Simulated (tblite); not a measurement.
Species: C₂H₉AlO₂Si.
Bonds: C1–O2, O2–Al3, Al3–C4, Al3–O5, O5–Si6. Hydrogens: H7, H8, H9 on C1; H10, H11, H12 on C4; H13, H14, H15 on Si6.

Computed with GFN2-xTB (tblite), gas phase: L-BFGS steps from a force-field or distance-geometry start until the largest atomic force falls under 0.01 eV/Å.

Step 80: E = -543.3136 eV
```
atom  x, y, z in Å  |  force x, y, z in eV/Å
C1      2.2198    1.6238   -0.8572   -0.007  -0.023  -0.045
O2      1.3141    0.6314   -0.4775   -0.012   0.059   0.004
Al3     0.1472   -0.4595   -0.0614   -0.001  -0.008  -0.008
C4      0.4967   -2.4035   -0.3163    0.014   0.004  -0.002
O5     -1.3215    0.0867    0.5625    0.017  -0.017   0.020
Si6    -2.7071    0.6918    1.1591   -0.024   0.007  -0.021
H7      1.8077    2.6196   -0.6700   -0.001  -0.049   0.014
H8      2.4341    1.5260   -1.9243    0.044   0.036  -0.019
H9      3.1520    1.5144   -0.2971   -0.001  -0.009   0.016
H10    -0.2492   -2.8745   -0.9554   -0.020   0.029   0.020
H11     1.4754   -2.5591   -0.7671    0.004   0.026  -0.006
H12     0.4789   -2.9350    0.6339   -0.028  -0.006   0.025
H13    -2.8411    0.1828    2.5276    0.002  -0.001  -0.026
H14    -2.6354    2.1571    1.1404    0.017  -0.045   0.002
H15    -3.7761    0.2059    0.2810   -0.003  -0.002   0.026
```

Step 81: E = -543.3142 eV
```
atom  x, y, z in Å  |  force x, y, z in eV/Å
C1      2.2253    1.6221   -0.8597   -0.009  -0.027  -0.037
O2      1.3122    0.6358   -0.4835   -0.033   0.036   0.025
Al3     0.1441   -0.4538   -0.0660   -0.013  -0.008   0.010
C4      0.4964   -2.3991   -0.3161    0.013   0.032   0.003
O5     -1.3246    0.0906    0.5627    0.031  -0.022   0.011
Si6    -2.7127    0.6895    1.1615    0.013  -0.014  -0.020
H7      1.8190    2.6201   -0.6725    0.000  -0.044   0.006
H8      2.4407    1.5209   -1.9256    0.055   0.051  -0.035
H9      3.1551    1.5063   -0.2968   -0.002  -0.009   0.013
H10    -0.2487   -2.8721   -0.9538   -0.028   0.019   0.010
H11     1.4755   -2.5539   -0.7655    0.010   0.024  -0.013
H12     0.4791   -2.9276    0.6353   -0.030  -0.010   0.033
H13    -2.8461    0.1768    2.5284    0.004  -0.002  -0.019
H14    -2.6418    2.1537    1.1457    0.011  -0.025   0.001
H15    -3.7780    0.1986    0.2840   -0.022  -0.002   0.012
```

Step 82: E = -543.3149 eV
```
atom  x, y, z in Å  |  force x, y, z in eV/Å
C1      2.2346    1.6181   -0.8644   -0.016  -0.021  -0.014
O2      1.3091    0.6430   -0.4884   -0.031   0.025   0.028
Al3     0.1401   -0.4454   -0.0692   -0.021  -0.002   0.026
C4      0.4963   -2.3918   -0.3156    0.008   0.052   0.015
O5     -1.3282    0.0976    0.5642    0.017  -0.018   0.010
Si6    -2.7219    0.6856    1.1649    0.069  -0.042  -0.022
H7      1.8379    2.6205   -0.6784    0.006  -0.048  -0.006
H8      2.4514    1.5119   -1.9294    0.056   0.057  -0.036
H9      3.1619    1.4939   -0.2983   -0.015  -0.012   0.003
H10    -0.2481   -2.8667   -0.9520   -0.030   0.011  -0.001
H11     1.4760   -2.5440   -0.7643    0.008   0.018  -0.015
H12     0.4794   -2.9185    0.6368   -0.026  -0.008   0.031
H13    -2.8534    0.1667    2.5295    0.007  -0.002  -0.014
H14    -2.6569    2.1490    1.1546    0.007  -0.008  -0.002
H15    -3.7828    0.1879    0.2881   -0.039  -0.004  -0.005
```

Problem. Estimate the geometry and energy of step 83. (The exact step hangs on the optimiser's Hessian estimate; all steps are aligned on step 82, rigid shifts and turns removed.)

Solution. E = -543.3158 eV, largest force 0.108 eV/Å
```
atom  x, y, z in Å  |  force x, y, z in eV/Å
C1      2.2416    1.6147   -0.8690    0.012  -0.009   0.013
O2      1.3036    0.6514   -0.4982   -0.058  -0.027   0.038
Al3     0.1356   -0.4377   -0.0758   -0.017   0.004   0.041
C4      0.4961   -2.3847   -0.3147   -0.008   0.063   0.028
O5     -1.3316    0.1009    0.5649    0.034  -0.025  -0.007
Si6    -2.7278    0.6808    1.1673    0.088  -0.062  -0.005
H7      1.8542    2.6193   -0.6817    0.001  -0.005  -0.013
H8      2.4640    1.5089   -1.9325    0.055   0.050  -0.045
H9      3.1644    1.4807   -0.2965   -0.022  -0.015  -0.012
H10    -0.2487   -2.8625   -0.9479   -0.024   0.006  -0.016
H11     1.4766   -2.5352   -0.7620    0.002   0.006  -0.014
H12     0.4771   -2.9076    0.6401   -0.013  -0.002   0.025
H13    -2.8584    0.1580    2.5300    0.010  -0.006  -0.003
H14    -2.6650    2.1421    1.1614    0.002   0.031  -0.004
H15    -3.7862    0.1788    0.2928   -0.061  -0.009  -0.027
```

The energy changes by -0.0009 eV. The first-order estimate −F·Δx gives -0.0014 eV and the mean of the old and new forces, exact on a quadratic surface, -0.0009 eV. The step makes an angle of 79° with the force vector and moves no atom by more than 0.017 Å.

What follows is the cost of the whole relaxation. The run took 1.2 s of wall time on one thread of an Arm Neoverse N1, no GPU, shared host with 64 logical CPUs at a one-minute load of 52.
